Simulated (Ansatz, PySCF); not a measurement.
W(OH)4(H)2 (H6O4W), SMILES [OH][WH2]([OH])([OH])[OH], multiplicity 1. Atoms are numbered in the order given.

```xyz
11

W     -0.2326     0.2678    -0.3632
O     -1.6615     1.3813     0.2246
H     -2.2112     1.4063     1.0133
O      1.1766     1.4749    -0.0173
H      1.5769     1.7229     0.8208
O      0.4507     0.0113    -2.1223
H      1.2763    -0.3305    -2.4778
O     -1.4058    -1.2106    -0.3383
H     -1.2080    -2.1458    -0.2371
H     -0.0510    -0.0029     1.2991
H      0.8821    -0.9515     0.0111
```

Geometry optimised at PBE0-D3(BJ)/def2-SVP. The multiplicity is an assumed one; no other spin state was optimised. The structure was generated by enumeration; whether it is a known compound was not checked. The def2 effective core potentials stand for the cores of W; spin–orbit coupling is left out. Other conformers were not sampled.

Two levels are set side by side: PBE-D3(BJ)/def2-SVP (Ansatz, a program for electronic structure) and PBE0-D3(BJ)/def2-SVP (Ansatz). Each level has its own optimised geometry; the coordinates shown are those of the second. Frequencies come from the Hessian of PySCF at each geometry. Differences are taken from unrounded values.

```
quantity                            PBE0-D3(BJ)
----------------------------------  -----------
mean bond length (Å)                      1.482
bond W1–O2 (Å)                            1.904
bond W1–O4 (Å)                            1.888
bond W1–O6 (Å)                            1.904
bond W1–O8 (Å)                            1.888
bond W1–H10 (Å)                           1.694
bond W1–H11 (Å)                           1.694
bond O2–H3 (Å)                            0.962
bond O4–H5 (Å)                            0.961
bond O6–H7 (Å)                            0.962
bond O8–H9 (Å)                            0.961
highest harmonic wavenumber (cm⁻¹)         3949
mean harmonic wavenumber (cm⁻¹)            1158
zero-point energy (kcal/mol)              44.71
```

Task: What does PBE-D3(BJ) give, and how far is it from PBE0-D3(BJ)? (The exact figures need the calculation; the answer reports its results.)

Result: 
| quantity | PBE-D3(BJ) | PBE-D3(BJ) minus PBE0-D3(BJ) |
|---|---|---|
| mean bond length (Å) | 1.499 | 0.017 |
| bond W1–O2 (Å) | 1.921 | 0.016 |
| bond W1–O4 (Å) | 1.912 | 0.024 |
| bond W1–O6 (Å) | 1.921 | 0.016 |
| bond W1–O8 (Å) | 1.912 | 0.024 |
| bond W1–H10 (Å) | 1.714 | 0.020 |
| bond W1–H11 (Å) | 1.714 | 0.020 |
| bond O2–H3 (Å) | 0.974 | 0.012 |
| bond O4–H5 (Å) | 0.973 | 0.012 |
| bond O6–H7 (Å) | 0.974 | 0.012 |
| bond O8–H9 (Å) | 0.973 | 0.012 |
| highest harmonic wavenumber (cm⁻¹) | 3770 | -179 |
| mean harmonic wavenumber (cm⁻¹) | 1112 | -46 |
| zero-point energy (kcal/mol) | 42.93 | -1.78 |

Exact exchange shortens and stiffens bonds; PBE has none. Differences between two approximate levels are no errors against the true value.
